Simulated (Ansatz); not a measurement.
Ansatz results at the PBE0-D4/def2-TZVP geometry: HOMO energy (PBE/def2-TZVPP) -5.72 eV; HOMO–LUMO gap (B3LYP/def2-TZVPP) 4.47 eV; size of the dipole moment (PBE/def2-TZVPP) 2.48 D.

Each molecule was computed in one conformer, which needn't be the lowest.

Which molecule gave them?
A. `CC1O/C1=C/F`
B. `N[Si](O)([AlH2])[SiH3]`
C. `C[C](=N)[InH][Cl]`
D. `C[Te]/C=C/F`

B. The others give `C[Te]/C=C/F`: -4.96, 4.83, 1.28; `CC1O/C1=C/F`: -5.44, 7.04, 1.51; `C[C](=N)[InH][Cl]`: -5.76, 4.33, 3.62.

B3LYP here is the variant with VWN-RPA as its local correlation; programs differ in this.
